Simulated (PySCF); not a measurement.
Simulated C 1s region for `C[CH2][Ge]([F])([F])[F]` (GeEtF3), binding energy against the vacuum level.

Every computed line was given a Gaussian of 1.0 eV full width at half maximum and an area set by the number of equivalent atoms; the highest printed point is 100. Computed, not measured: PySCF 2.14.0, delta-SCF UKS SCAN, pcX-2 on the ionised atom, pcseg-1 elsewhere, spin-free X2C.

(binding energy (eV), intensity): (290.2, 0), (290.3, 0), (290.4, 1), (290.5, 1), (290.6, 2), (290.7, 4), (290.8, 8), (290.9, 12), (291.0, 19), (291.1, 29), (291.2, 40), (291.3, 53), (291.4, 67), (291.5, 80), (291.6, 91), (291.7, 98), (291.8, 100), (291.9, 97), (292.0, 89), (292.1, 78), (292.2, 64), (292.3, 50), (292.4, 38), (292.5, 27), (292.6, 18), (292.7, 11), (292.8, 7), (292.9, 4), (293.0, 2), (293.1, 1), (293.2, 1), (293.3, 0)

How many maxima does the curve show, and how many computed lines lie under it?

The curve has 1 maximum (at 291.8 eV). Under it lie 2 lines from 2 inequivalent carbon sites. At this width some lines have no maximum of their own.

Decompose the envelope and assign each component. Bonds: Ge1–C2, Ge1–F9, Ge1–F10, Ge1–F11, C2–C3. Hydrogens: H4, H5 on C2; H6, H7, H8 on C3.

```csv
position (eV),relative area,line,atoms,environment
291.69,1,C 1s,C3,carbon bonded to C and 3 H
291.89,1,C 1s,C2,"carbon bonded to C, Ge and 2 H"
```

Above which line width would these two lines show one maximum?

Two equal Gaussians merge once their distance is under 2σ = FWHM/1.177. With 0.20 eV between them that is a full width over 0.24 eV.

The 2 C 1s values lie within 0.20 eV of each other; Gaussian lines of 0.5 eV full width would blend them into one maximum.

The curve has no shake-up lines and no vibrational structure. Isolated species at its PBE0-D3(BJ)/def2-SVP geometry, gas phase.

On one thread of an Intel Xeon at 2.50 GHz (shared host), this took 47 s of wall time and 0.52 GiB of memory at its peak.
